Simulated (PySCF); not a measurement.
# One molecule, several mistakes: B2GeH5O

Calculated results; nothing here was measured. They come from PySCF 2.14.0, an open-source quantum chemistry program, on an isolated molecule that a program drew, which may never have been made. The molecule is B2GeH5O (charge 0, doublet), drawn as the SMILES string `B[B][GeH2][OH]`.

Each row is a Hartree-Fock (HF) and frozen-core CCSD(T) single point in the cc-pVDZ basis, meant for a local HF minimum. Run 1 is clean. Each other run has one planted mistake out of seven kinds, and not every kind appears here: one electron removed, one electron added, multiplicity raised by two, geometry at a saddle point, minimal basis STO-3G, one bond length entered in bohr, all coordinates scaled. The reference is restricted for singlets and unrestricted otherwise, and also for a bond in bohr. Adding or removing an electron swaps singlet and doublet. Electrons count all cores. HOMO and LUMO are orbital energies over both spins, the gradient is its largest component, and the lowest frequency (negative if imaginary) is given only where the gradient is small. Bond lengths are over the 8 bonds as drawn. T1 is the CCSD diagnostic: over 0.02 (restricted) or 0.045 (unrestricted) a single reference is doubtful. Germanium has the cc-pVDZ-PP basis, with a core potential (ECP10MDF) in place of its 10 inner electrons, and its 3s, 3p and 3d shells are frozen in CCSD(T).

Geometry of the clean run:
```xyz
9
B2GeH5O, angstrom
B    -1.6812    3.0571   -2.1526
B    -0.9698    2.0348   -1.1271
Ge   -0.0923    0.6864    0.1670
O     1.6554    0.9864    0.3735
H    -2.0056    2.6909   -3.2508
H    -1.8950    4.1955   -1.8320
H    -0.6464    0.8051    1.5811
H    -0.3091   -0.7228   -0.3971
H     2.1426    1.0998   -0.4296
```

```
run,electrons,basis functions,<S^2>,HOMO (eV),LUMO (eV),gradient (hartree/bohr),lowest frequency (cm^-1),mean bond (Å),longest bond (Å),T1,HF (hartree),CCSD(T) (hartree),mistake
1,55,90,0.758,-9.02,0.75,2.8e-05,96,1.4838,2.065,0.0174,-420.45272,-420.93964,no fault
2,55,90,3.763,-7.73,-2.27,2.3e-02,-,1.4838,2.065,0.0393,-420.31684,-420.81193,multiplicity raised by two
3,55,90,0.758,-9.09,0.75,2.7e-02,-,1.4452,2.011,0.0167,-420.44686,-420.93003,all coordinates scaled
4,56,90,0.000,-1.18,7.17,2.9e-02,-,1.4838,2.065,0.0182,-420.45659,-420.98513,one electron added
5,55,90,1.569,-8.75,0.89,1.3e-02,-,1.6823,3.374,0.0383,-420.36045,-420.81515,?
```

**Which mistake was planted in run 5, and what did it cost?**

The mean bond changes by a factor of 1.134 and the longest by 1.634, so the molecule wasn't scaled as a whole. A length L in bohr read as angstrom grows by (1/0.5292 - 1) L = 0.890 L. The 8 bonds together grew by 8 x 0.1985 = 1.588 Å, which gives L = 1.785 Å. That is bond Ge3-O4, 1.785 Å in the clean geometry. So the mistake is: one bond length entered in bohr. Subtracting run 1 and multiplying by 627.51 kcal/mol a hartree, the energy moved by 57.9 kcal/mol in HF and 78.1 kcal/mol in CCSD(T).

